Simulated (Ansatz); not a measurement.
H₁₄Si₆, SMILES `[SiH3][SiH2][SiH2][SiH2][SiH2][SiH3]`, 20 atoms. Charge 0, multiplicity 1. All runs use 3 threads of an AMD EPYC 7R13 on a shared host and a share of an NVIDIA H100 80 GB. Correlated methods freeze the cores. Open-shell runs search over several starts.

Q: How many basis functions does each run have, and how long does it take in Ansatz? RKS ωB97M-V/def2-TZVPP energy and forces; UKS PBE0-D4/def2-TZVPP energy of the cation; RKS PBE0-D4/def2-TZVP relaxation (20 steps); RHF-CCSD(T)/def2-TZVPP energy; RKS CAM-B3LYP-D4/def2-TZVPP energy; UHF-CCSD(T)/def2-TZVPP energy of the cation; UKS B3LYP-D4/def2-TZVPP energy of the cation; RKS ωB97M-V/def2-QZVPP energy; RKS ωB97M-V/def2-SVP energy; RKS SPW92/def2-TZVPP energy; RKS PBE0-D4/def2-SVP energy; RKS HSE06-D4/def2-TZVPP energy. (Best estimate.)

A: The calculation gave: Other jobs shared the machine, so times are rough.

```csv
level,job,functions,wall time,peak host memory (GiB)
RKS SPW92/def2-TZVPP,energy,448,1.6 s,0.93
RKS PBE0-D4/def2-SVP,energy,178,1.9 s,0.82
RKS HSE06-D4/def2-TZVPP,energy,448,2 s,0.97
RKS CAM-B3LYP-D4/def2-TZVPP,energy,448,2.3 s,0.97
RKS ωB97M-V/def2-SVP,energy,178,2.6 s,0.94
RKS ωB97M-V/def2-TZVPP,energy and forces,448,3.6 s,1.2
RKS ωB97M-V/def2-QZVPP,energy,840,6.5 s,1.5
RHF-CCSD(T)/def2-TZVPP,energy,448,12 s,1.9
RKS PBE0-D4/def2-TZVP,relaxation (20 steps),306,22 s,1
UKS B3LYP-D4/def2-TZVPP,energy of the cation,448,24 s,1.2
UKS PBE0-D4/def2-TZVPP,energy of the cation,448,27 s,1.1
UHF-CCSD(T)/def2-TZVPP,energy of the cation,448,4.9 min,2
```

B3LYP here is the variant with VWN-RPA as its local correlation; programs differ in this. HSE06 is defined as in plane-wave codes.
